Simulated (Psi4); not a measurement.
Pair of molecules: C2H4 (SMILES C=C) (first 6 atoms) with CO (SMILES [C-]#[O+]); geometry from B3LYP-D3(BJ)/def2-TZVP.
(charge 0, multiplicity 1):
```xyz
8

C      0.5529     0.3781     0.2324
C     -0.5198    -0.3335    -0.0803
H      0.5062     1.4531     0.3593
H      1.5218    -0.0835     0.3774
H     -0.4731    -1.4085    -0.2064
H     -1.4892     0.1287    -0.2219
C      0.5581    -0.0129     3.6369
O     -0.5162    -0.0813     3.9640
```

Calculation: SAPT0/jun-cc-pV(D+d)Z (Psi4).

Task: Give the four SAPT terms and the total, and say what mostly holds the pair together.

Result: electrostatics -40.9, exchange 71.4, induction -9.2, dispersion -38.1, total -16.8 meV; the largest attraction is electrostatics.
